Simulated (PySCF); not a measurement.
## Broadened absorption spectrum of C4H12N2Si

C₄H₁₂N₂Si.
InChI=1S/C4H12N2Si/c5-3-4-1-2-6-7-4/h4,6H,1-3,5,7H2/t4-/m1/s1

Computed with TDDFT CAM-B3LYP/def2-SVPD, vertical, gas phase, core orbitals frozen in the response (PySCF 2.14.0, density-fitted response routines). Isolated species at its PBE0-D3(BJ)/def2-SVP geometry (one conformer only).

Each state is given a Gaussian of 0.4 eV full width at half maximum, with ε(max) = 2.175×10⁸ f / Δν̃ (Δν̃ the width in cm⁻¹). The width is an assumption, not a result. The curve ends short of the highest state used, and states not computed would add to its high-energy end.

E (eV), ε (L mol⁻¹ cm⁻¹) and a bar:
```
     5.28          0 
     5.36          2 
     5.44          9 
     5.51         24 
     5.59         60 #
     5.67        121 ##
     5.75        201 ###
     5.83        283 ####
     5.90        364 #####
     5.98        519 ########
     6.06        824 ############
     6.14       1300 ###################
     6.22       1804 ##########################
     6.29       2067 ##############################
     6.37       1996 #############################
     6.45       1568 #######################
     6.53       1013 ###############
     6.60        615 #########
     6.68        377 #####
     6.76        380 ######
     6.84        566 ########
     6.92        835 ############
     6.99       1052 ###############
     7.07       1226 ##################
```

Question: Locate the maxima and give the states behind the curve.

Answer: 196 nm (6.32 eV), ε about 2100, made up of S2 (92%) (ε in L mol⁻¹ cm⁻¹; maxima over ε = 5, shares over 10%). At its high-energy end, 7.07 eV, the curve is still rising (ε about 1200, from S4 and S5). The states used: S1 5.88 eV (f 0.0038); S2 6.31 eV (f 0.029); S3 6.44 eV (f 0.0028); S4 7.00 eV (f 0.011); S5 7.16 eV (f 0.0058); S6 7.21 eV (f 0.0016); S7 7.42 eV (f 0.0095); S8 7.50 eV (f 0.013); S9 7.59 eV (f 0.043); S10 7.67 eV (f 0.014).

Question: What would ε be at 6.32 eV, the highest of these maxima, with half the width (0.2 eV)?

Answer: About 3980 L mol⁻¹ cm⁻¹ against 2090, a factor of about 1.9; a lone state at its own centre would give exactly 2.

Question: Does any computed singlet lie in the visible range?

Answer: No computed singlet lies in the visible range (380 to 750 nm); the lowest, at 211 nm, stands 2.62 eV above its violet end (3.26 eV).

Question: On this curve, what absorbance would a 10⁻⁵ mol/L sample give at 193 nm over a 1 cm path?

Answer: 193 nm is 6.424 eV, where ε is about 1700 L mol⁻¹ cm⁻¹, so A = ε c l ≈ 0.017 (Beer–Lambert, with the gas-phase spectrum and the assumed width).

All these states lie below the vertical ionisation energy of 8.68 eV (ΔSCF).

Without π bonds the low states are Rydberg-like; a valence basis with one diffuse set may place them up to an eV too high.
